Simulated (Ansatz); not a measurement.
## Nudged elastic band run: F$_{2}$H$_{2}$OSSi

input.yaml

```yaml
crystal:
  periodic: [false, false, false]
  atoms:
    - { symbol: Si, position_ang: [-0.157106, 0.126928, 0.46557] }
    - { symbol: S, position_ang: [1.621103, -0.872416, -0.061757] }
    - { symbol: O, position_ang: [-1.210693, 0.3313, -0.748111] }
    - { symbol: H, position_ang: [-1.491317, -0.413521, -1.273103] }
    - { symbol: F, position_ang: [0.116042, 1.588538, 1.029541] }
    - { symbol: F, position_ang: [-0.786039, -0.737035, 1.649109] }
    - { symbol: H, position_ang: [1.908009, -0.023895, -1.061249] }
magnetization:
  spin_polarized: true
basis:
  gaussian: { orbitals: def2-SVP }
hamiltonian:
  xc: { name: BHLYP }
neb:
  order_check: false
  images: 5
  f_tol: 0.2
  max_iterations: 60
  final_atoms:
    - { symbol: Si, position_ang: [-0.65750735, 0.39746463, 0.66547507] }
    - { symbol: S, position_ang: [0.91478315, -0.98392389, -0.61417024] }
    - { symbol: O, position_ang: [-1.78004803, 0.64785976, -0.30897389] }
    - { symbol: H, position_ang: [0.10302608, -0.98320158, -1.68471073] }
    - { symbol: F, position_ang: [0.47287397, 1.45251902, 1.06953011] }
    - { symbol: F, position_ang: [-0.7146343, -0.57317478, 1.92753781] }
    - { symbol: H, position_ang: [1.66150546, 0.04235584, -1.05468813] }
  initial_path:
    images:
      - { positions_ang: [[-0.157106, 0.126928, 0.46557], [1.621103, -0.872416, -0.061757], [-1.210693, 0.3313, -0.748111], [-1.491317, -0.413521, -1.273103], [0.116042, 1.588538, 1.029541], [-0.786039, -0.737035, 1.649109], [1.908009, -0.023895, -1.061249]] }
      - { positions_ang: [[-0.27265006, 0.17014609, 0.52721559], [1.47844504, -0.92987881, -0.26992088], [-1.23871055, 0.27681775, -0.72617138], [-1.13031083, -0.44745148, -1.28143501], [0.12489084, 1.58875605, 1.08804148], [-0.82929342, -0.65761069, 1.75693025], [1.86762799, -0.00087992, -1.09466005]] }
      - { positions_ang: [[-0.38819413, 0.21336418, 0.58886118], [1.33578708, -0.98734162, -0.47808476], [-1.26672811, 0.22233549, -0.70423176], [-0.76930466, -0.48138195, -1.28976702], [0.13373967, 1.5889741, 1.14654195], [-0.87254785, -0.57818637, 1.86475151], [1.82724699, 0.02213516, -1.1280711]] }
      - { positions_ang: [[-0.50373819, 0.25658228, 0.65050677], [1.19312913, -1.04480443, -0.68624864], [-1.29474566, 0.16785324, -0.68229214], [-0.40829849, -0.51531243, -1.29809903], [0.14258851, 1.58919216, 1.20504243], [-0.91580227, -0.49876206, 1.97257276], [1.78686598, 0.04515024, -1.16148215]] }
      - { positions_ang: [[-0.55499458, 0.30354306, 0.6554962], [1.10034713, -1.02451091, -0.66222251], [-1.45651312, 0.32785541, -0.55785272], [-0.23785697, -0.67127548, -1.4269696], [0.25268367, 1.54363444, 1.15987166], [-0.84874628, -0.5235663, 1.95756111], [1.74507914, 0.04421878, -1.12588414]] }
      - { positions_ang: [[-0.60625096, 0.35050385, 0.66048564], [1.00756514, -1.0042174, -0.63819638], [-1.61828057, 0.48785759, -0.43341331], [-0.06741544, -0.82723853, -1.55584017], [0.36277882, 1.49807673, 1.11470088], [-0.78169029, -0.54837054, 1.94254946], [1.7032923, 0.04328731, -1.09028613]] }
      - { positions_ang: [[-0.65750735, 0.39746463, 0.66547507], [0.91478315, -0.98392389, -0.61417024], [-1.78004803, 0.64785976, -0.30897389], [0.10302608, -0.98320158, -1.68471073], [0.47287397, 1.45251902, 1.06953011], [-0.7146343, -0.57317478, 1.92753781], [1.66150546, 0.04235584, -1.05468813]] }
```

Command:

```bash
$ ansatz run input.yaml --threads 2 --pin off --max-ram 3072MiB --backend cpu --events-out ev --progress --plain --runs-dir out
```

Output, in part (warnings, iteration lines, the closing report on the highest movable image, with atoms numbered from 0):

```
NEB end point (image 0): max|allowed force component| = 1.951e-2 eV/Å (the criterion of neb.relax_end_points is 4.000e-2)
NEB end point (image 6): max|allowed force component| = 1.010e-2 eV/Å (the criterion of neb.relax_end_points is 4.000e-2)
NEB iter   1: max|band force component| = 3.081e0 eV/Å  barrier→ = 2.9115 eV  barrier← = 0.5630 eV  Δτ_max = 0.2000 Å  (200 SCF iters)
NEB iter   2: max|band force component| = 1.822e0 eV/Å  barrier→ = 2.6522 eV  barrier← = 0.3037 eV  Δτ_max = 0.1964 Å  (155 SCF iters)
NEB iter   3: max|band force component| = 2.181e0 eV/Å  barrier→ = 2.6167 eV  barrier← = 0.2682 eV  Δτ_max = 0.0956 Å  (153 SCF iters)
NEB iter   4: max|band force component| = 7.742e-1 eV/Å  barrier→ = 2.6066 eV  barrier← = 0.2581 eV  Δτ_max = 0.0202 Å  (144 SCF iters)
NEB iter   5: max|band force component| = 3.077e-1 eV/Å  barrier→ = 2.6021 eV  barrier← = 0.2537 eV  CI = image 4  Δτ_max = 0.0198 Å  (133 SCF iters)
NEB iter   6: max|band force component| = 2.135e-1 eV/Å  barrier→ = 2.6017 eV  barrier← = 0.2532 eV  CI = image 4  Δτ_max = 0.0141 Å  (135 SCF iters)
NEB iter   7: max|band force component| = 2.337e-1 eV/Å  barrier→ = 2.6011 eV  barrier← = 0.2526 eV  CI = image 4  Δτ_max = 0.0070 Å  (132 SCF iters)
NEB iter   8: max|band force component| = 1.273e-1 eV/Å  barrier→ = 2.6009 eV  barrier← = 0.2524 eV  CI = image 4  Δτ_max = 0.0000 Å  (274 SCF iters)
Total energy: -26214.42779483 eV, -963.3624526827 hartree
Atom 0 at    -0.530671     0.267571     0.594914 Å, force     0.005716     0.008044     0.004635 eV/Å
Atom 1 at     1.012946    -1.001858    -0.643115 Å, force    -0.008401     0.001457    -0.002810 eV/Å
Atom 2 at    -1.454496     0.280665    -0.632143 Å, force     0.005040     0.001177     0.015975 eV/Å
Atom 3 at    -0.236444    -0.572785    -1.256944 Å, force     0.008914    -0.003948     0.000573 eV/Å
Atom 4 at     0.304831     1.528485     1.087153 Å, force    -0.006215    -0.001759    -0.010777 eV/Å
Atom 5 at    -0.809641    -0.566081     1.916696 Å, force    -0.005188    -0.004884    -0.008935 eV/Å
Atom 6 at     1.713475     0.063903    -1.066561 Å, force     0.000133    -0.000087     0.001339 eV/Å
Dipole moment:     0.693906    -0.182452    -0.213154 e Å
```

The run converged. The threshold of 0.2 eV/Å is loose, so the images may lie well off the minimum-energy path. Neighbouring images differ by up to 1.3 eV, so the band resolves the path poorly. Another band between the same ends (5 images) ends at a top of the same energy, where a vibrational analysis finds 1 clearly imaginary mode. The orbitals stay closed-shell, which can raise the energy where a bond breaks towards radicals; this wasn't checked here.

Final band (atoms are numbered from 1 in the order of the input):

| image | path coordinate (Å) | energy (eV) | O3–H4 (Å) | S2–H4 (Å) |
| --- | --- | --- | --- | --- |
| 0 | 0.00 | 0.00 | 0.95 | 3.37 |
| 1 | 0.46 | 0.04 | 0.96 | 3.01 |
| 2 | 0.93 | 0.31 | 0.96 | 2.47 |
| 3 | 1.39 | 1.35 | 1.09 | 1.89 |
| 4 | 1.85 | 2.60 | 1.61 | 1.46 |
| 5 | 2.32 | 2.42 | 2.22 | 1.35 |
| 6 | 2.79 | 2.35 | 2.85 | 1.34 |

Time of the run: 2.1 min on 2 threads of Arm Neoverse V1, on a shared host, peak memory 0.26 GiB.
